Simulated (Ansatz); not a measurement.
`O=C(S)N[SiH3]` and `BNC(=O)S` differ in one atom or group.

Ansatz, PBE0-D4/def2-TZVP geometries, multiplicity 1. Each molecule was computed in one conformer, which needn't be the lowest.

| property | `O=C(S)N[SiH3]` |
| --- | --- |
| size of the dipole moment (ωB97M-V/def2-TZVPP) / D | 3.86 |
| HOMO–LUMO gap (B3LYP/def2-TZVPP) / eV | 7.02 |
| LUMO energy (B3LYP/def2-TZVPP) / eV | -0.60 |
| LUMO energy (PBE/def2-TZVPP) / eV | -1.25 |
| HOMO–LUMO gap (ωB97M-V/def2-TZVPP) / eV | 11.49 |
| HOMO energy (B3LYP/def2-TZVPP) / eV | -7.62 |

Question: What does the change do to each property? (An estimate is asked.)

Answer: Computed: 
```csv
property,`BNC(=O)S`,shift
size of the dipole moment (ωB97M-V/def2-TZVPP) / D,2.44,-1.42
HOMO–LUMO gap (B3LYP/def2-TZVPP) / eV,6.21,-0.81
LUMO energy (B3LYP/def2-TZVPP) / eV,-1.65,-1.05
LUMO energy (PBE/def2-TZVPP) / eV,-2.41,-1.16
HOMO–LUMO gap (ωB97M-V/def2-TZVPP) / eV,10.88,-0.61
HOMO energy (B3LYP/def2-TZVPP) / eV,-7.86,-0.24
```

With PBE0 the HOMO falls by 0.23 eV and the LUMO falls by 1.11 eV, so the gap narrows by about 0.88 eV. PBE moves the HOMO by -0.13 eV and ωB97M-V by -0.21 eV. Dipoles are sizes alone; their direction can turn.

B3LYP here is the variant with VWN-RPA as its local correlation; programs differ in this.
